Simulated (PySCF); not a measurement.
Isomers C$_{5}$H$_{4}$F$_{2}$O$_{3}$:

A. SMILES FC(F)OC1=COC=CO1
B. `InChI=1S/C5H4F2O3/c1-9-4(8)3-2-5(6,7)10-3/h2H,1H3`
C. `Oc1ccc(OC(F)F)o1`
D. `FC(OC1=CCOC1=O)F`
E. `COC1=C(C=O)OC1(F)F`

Spectrum 1. 13C{1H} NMR (computed): δ 171.1 (C), 150.6 (C), 133.0 (CH), 120.4 (CH), 70.3 (CH2).

Spectrum 2. 13C{1H} NMR (computed): δ 154.3 (C), 135.9 (CH), 133.2 (CH), 120.2 (CH), 120.0 (CH).

Spectrum 3. 13C{1H} NMR (computed): δ 168.9 (C, t, J = 9.8 Hz), 163.8 (C), 127.7 (CH, t, J = 27.1 Hz), 127.4 (C, t, J = 366.3 Hz), 54.6 (CH3).

Spectrum 4. 13C{1H} NMR (computed): δ 174.2 (CH), 157.0 (C), 145.9 (C), 130.3 (C), 59.4 (CH3).

Spectrum 5. 13C{1H} NMR (computed): δ 157.7 (C), 150.1 (C), 121.4 (CH), 94.5 (CH), 86.5 (CH).

Computational details: shieldings: GIAO PBE0/pcSseg-1, spin–spin couplings from B3LYP/pcJ-1 (spin–dipole term left out of most H,H and C,H couplings), GFN2-xTB structure, in PySCF 2.14.0 with density-fitted response routines (fast rotation and ring inversion assumed for equivalent nuclei, no solvent, one computed conformer, non-relativistic Hamiltonian).

Chemical shifts δ = σref − σ; 13C (σ = 186.93 ppm) against TMS, all at this level. Splittings of carbon signals by F and P are missing where no couplings were computed. One-bond C–F couplings are unscaled and too large by tens of Hz. Shifts are as computed. Against solution values, carbons near 30 ppm lie about +3 ppm off and those near 130 ppm about +5 ppm. Of 1211 compounds with measured shifts, 218 miss one by over three times the rms of a fit or turn the order of signals round; such compounds aren't used in these exercises.

Problem. Which spectrum belongs to which compound?

Solution. 1–D, 2–A, 3–B, 4–E, 5–C.

- Spectrum 1 (D): 5 13C signals; δC 171.1 is an ester carbonyl carbon; δC 150.6 is an alkene carbon bearing oxygen.
- Spectrum 2 (A): 5 13C signals; δC 154.3 is an alkene carbon bearing oxygen; δC 135.9 is an alkene carbon bearing oxygen.
- Spectrum 3 (B): 5 13C signals; δC 168.9 is an alkene carbon bearing oxygen; δC 163.8 is an ester carbonyl carbon.
- Spectrum 4 (E): 5 13C signals; δC 157.0 is an alkene carbon bearing oxygen; δC 145.9 is an alkene carbon bearing oxygen.
- Spectrum 5 (C): 5 13C signals; δC 157.7 is an aromatic carbon bearing oxygen; δC 150.1 is an aromatic carbon bearing oxygen.
